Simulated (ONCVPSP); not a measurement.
## Scattering properties, ONCV potential for cadmium (Cd)

ONCVPSP 4.0.1 input, shortened (lines: element, Z, core and valence counts, functional; n l f; lmax; l rc ep ncon nbas qcut; lloc lpopt rc5 dvloc0; l nproj debl; icmod fcfact rcfact), Wu-Cohen, scalar-relativistic:

```
  Cd 48.00    6    4  -118130      upf
    1    0    2.00
    2    0    2.00
    2    1    6.00
    3    0    2.00
    3    1    6.00
    3    2   10.00
    4    0    2.00
    4    1    6.00
    4    2   10.00
    5    0    1.00
    2
    0    1.50    0.00    4    7    9.20
    1    1.60    0.00    4    8    8.90
    2    1.30    0.00    4    7    7.40
    4    5    0.90    3.00
    0    2    3.10
    1    2    2.90
    2    2    1.90
    0    0.00    0.00
```

The phase is arctan(r·R′/R) of the radial function R(r), unwrapped; energies in Ha, scanned from -6 to 5 Ha. A pole is an energy at which the radial function vanishes at the test radius. The pseudo phase is shifted by a multiple of π to meet the all-electron one at the reference energy, and phase errors are pseudo minus all-electron; the curves can meet again beyond the range given. Levels narrower than the energy grid can be missing from the lists of poles.

```json
{"channel": "s", "radius (bohr)": "1.52", "reference energy (Ha)": "-0.48", "poles, all-electron": "-3.82", "poles, pseudo": "-3.82", "unbroken range about the reference energy with phases within 0.05 rad": "the whole range", "phase error 1 Ha above the reference energy (rad)": "-0.001"}
{"channel": "p", "radius (bohr)": "1.63", "reference energy (Ha)": "-2.79", "poles, all-electron": "-2.39", "poles, pseudo": "-2.39", "unbroken range about the reference energy with phases within 0.05 rad": "the whole range", "phase error 1 Ha above the reference energy (rad)": "-0.000"}
{"channel": "d", "radius (bohr)": "1.32", "reference energy (Ha)": "-0.75", "poles, all-electron": "1.43", "poles, pseudo": "1.43", "unbroken range about the reference energy with phases within 0.05 rad": "the whole range", "phase error 1 Ha above the reference energy (rad)": "+0.000"}
```

Phases in the s channel:

```csv
E (Ha),all-electron,pseudo
-5.96,1.169,1.169
-5.68,1.112,1.112
-5.40,1.017,1.017
-5.12,0.827,0.827
-4.84,0.324,0.324
-4.56,-0.726,-0.726
-4.28,-1.288,-1.288
-4.00,-1.497,-1.497
-3.72,-1.603,-1.603
-3.44,-1.670,-1.670
-3.16,-1.719,-1.719
-2.88,-1.760,-1.760
-2.60,-1.797,-1.797
-2.32,-1.833,-1.833
-2.04,-1.870,-1.870
-1.76,-1.911,-1.911
-1.48,-1.956,-1.956
-1.20,-2.010,-2.010
-0.92,-2.075,-2.075
-0.64,-2.157,-2.157
-0.36,-2.265,-2.265
-0.08,-2.411,-2.411
0.20,-2.611,-2.611
0.48,-2.878,-2.878
0.76,-3.198,-3.199
1.04,-3.519,-3.521
1.32,-3.788,-3.790
1.60,-3.988,-3.991
1.88,-4.134,-4.137
2.16,-4.241,-4.244
2.44,-4.322,-4.325
2.72,-4.384,-4.388
3.00,-4.434,-4.438
3.28,-4.474,-4.478
3.56,-4.508,-4.512
3.84,-4.537,-4.541
4.12,-4.561,-4.567
4.40,-4.582,-4.589
4.68,-4.601,-4.609
4.96,-4.618,-4.627
```
